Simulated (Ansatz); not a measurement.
C₃H₈N (SMILES [CH2-]N(C)C), charge -1, singlet, geometry from GFN2-xTB (a gas-phase anion, which may not be bound at this level); BLYP-D3BJATM/3-21G in Ansatz (a quantum-chemistry and plane-wave program).

Here is a job for Ansatz.
Ansatz 0.2 input:
```yaml
crystal:
  periodic: [false, false, false]
  atoms:
    - {symbol: N, position_ang: [0.00154641, 0.02985114, 0.37852189]}
    - {symbol: C, position_ang: [-0.00224884, 1.46958385, -0.20189574]}
    - {symbol: C, position_ang: [1.17444159, -0.65283405, -0.08441976]}
    - {symbol: C, position_ang: [-1.17384969, -0.65508514, -0.07464857]}
    - {symbol: H, position_ang: [0.88375483, 1.93722288, 0.34779325]}
    - {symbol: H, position_ang: [-0.88454234, 1.93552778, 0.35515110]}
    - {symbol: H, position_ang: [1.24642441, -0.71913899, -1.19419213]}
    - {symbol: H, position_ang: [1.20514183, -1.68270458, 0.31276513]}
    - {symbol: H, position_ang: [2.05914801, -0.11968068, 0.26925121]}
    - {symbol: H, position_ang: [-1.25493808, -0.72153682, -1.18378401]}
    - {symbol: H, position_ang: [-2.05660281, -0.12362607, 0.28637677]}
    - {symbol: H, position_ang: [-1.19926907, -1.68500947, 0.32276984]}
basis:
  gaussian:
    orbitals: 3-21G.json
hamiltonian:
  xc: blyp
  dispersion: d3bjatm
total_charge: -1
```
The basis file holds 3-21G in the JSON format of the Basis Set Exchange.

**Question.** Write the output that Ansatz gives for this input, abridged.

**Answer.** 
```
Functional definition: BLYP
679 factors; integrals over basis functions are off by at most 9.9e-4 eV
mean field evaluation 1: about -4695.3320 eV, gradient 3.8e1 eV
mean field evaluation 2: about -4669.6826 eV, gradient 7.9e1 eV
mean field evaluation 4: about -4699.1385 eV, gradient 6.2e0 eV
mean field evaluation 8: about -4699.1823 eV, gradient 2.8e-1 eV
mean field evaluation 16: about -4699.1826 eV, gradient 7.5e-5 eV
mean field -4699.18258496 eV, -172.6917747770 hartree, gradient 7.5e-5 eV, S^2 0.000000; 0 other end points of the search recorded, 0 dependent functions left out
reference -4699.18280555 eV, -172.6917828835 hartree; 17, 17 occupied and 35, 35 virtual orbitals, 679 factors
Total energy: -4699.61702543 eV, -172.7077401698 hartree
```
